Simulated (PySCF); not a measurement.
Isomers of C4H7NSi.

All values: PBE0/def2-SVPD (PySCF) at GFN2-xTB geometries, gas phase, one conformer each. Core orbitals are frozen in the response; Δα² is half the sum of the squared differences of the principal polarisabilities.

(1) Rank by HOMO energy, highest first.
A. `[CH2:1]=[C:2]([CH3:3])[SiH2:4][C:5]#[N:6]` with C1–C2–Si4–C5 128°
B. `[N:1]#[C:2][SiH2:3][CH:4]1[CH2:5][CH2:6]1` with C2–Si3–C4–C5 35°
C. `[CH:1]#[C:2][C@H:3]1[NH:4][CH2:5][SiH2:6]1` with C2–C3–N4–C5 143°, C3–N4–C5–Si6 -22°, N4–C5–Si6–C3 17°, C2–C3–Si6–C5 -133°
D. `[SiH3]N1C=CC=C1`
E. `[CH:1]#[C:2]/[CH:3]=[N:4]\[SiH2:5][CH3:6]` with C3–N4–Si5–C6 118°

(2) Rank by dipole moment, highest first.
A. `[N:1]#[C:2][SiH2:3][CH:4]1[CH2:5][CH2:6]1` with C2–Si3–C4–C5 35° (cyclopropyl cyanosilane)
B. `[CH:1]#[C:2][C@H:3]1[NH:4][CH2:5][SiH2:6]1` with C2–C3–N4–C5 143°, C3–N4–C5–Si6 -22°, N4–C5–Si6–C3 17°, C2–C3–Si6–C5 -133°
C. `[SiH3]n1cccc1`
D. `[CH:1]#[C:2][SiH2:3]/[CH:4]=[N:5]\[CH3:6]` with C2–Si3–C4–N5 -55°

(3) Rank by polarisability anisotropy Δα, highest first.
A. `[CH:1]#[C:2]/[CH:3]=[N:4]\[SiH2:5][CH3:6]` with C3–N4–Si5–C6 118°
B. `[SiH3]n1cccc1`
C. `[N:1]#[C:2][SiH2:3][CH:4]1[CH2:5][CH2:6]1` with C2–Si3–C4–C5 35°
D. `[CH2:1]=[C:2]([CH3:3])[SiH2:4][C:5]#[N:6]` with C1–C2–Si4–C5 128°

Results:

(1) D (-6.26 eV), C (-6.70 eV), E (-7.25 eV), A (-8.13 eV), B (-8.75 eV).

(2) A (3.92 D), B (1.70 D), C (1.45 D), D (1.26 D).

(3) A (6.45 Å³), B (5.13 Å³), D (4.04 Å³), C (2.10 Å³).

All values together:

| SMILES | μ (D) | HOMO (eV) | LUMO (eV) | α (Å³) | Δα (Å³) |
| --- | --- | --- | --- | --- | --- |
| C#C/C=N\[SiH2]C | 1.58 | -7.25 | -1.79 | 12.28 | 6.45 |
| N#C[SiH2]C1CC1 | 3.92 | -8.75 | -0.46 | 10.76 | 2.10 |
| C#C[SiH2]/C=N\C | 1.26 | -6.80 | -1.06 | 11.96 | 4.00 |
| C=C(C)[SiH2]C#N | 3.92 | -8.13 | -0.84 | 11.44 | 4.04 |
| [SiH3]n1cccc1 | 1.45 | -6.26 | 0.15 | 11.40 | 5.13 |
| C#C[C@H]1NC[SiH2]1 | 1.70 | -6.70 | -0.20 | 11.80 | 4.92 |

Conformers: `[CH:1]#[C:2]/[CH:3]=[N:4]\[SiH2:5][CH3:6]` with C3–N4–Si5–C6 118°; `[N:1]#[C:2][SiH2:3][CH:4]1[CH2:5][CH2:6]1` with C2–Si3–C4–C5 35°; `[CH:1]#[C:2][SiH2:3]/[CH:4]=[N:5]\[CH3:6]` with C2–Si3–C4–N5 -55°; `[CH2:1]=[C:2]([CH3:3])[SiH2:4][C:5]#[N:6]` with C1–C2–Si4–C5 128°; `[CH:1]#[C:2][C@H:3]1[NH:4][CH2:5][SiH2:6]1` with C2–C3–N4–C5 143°, C3–N4–C5–Si6 -22°, N4–C5–Si6–C3 17°, C2–C3–Si6–C5 -133°.
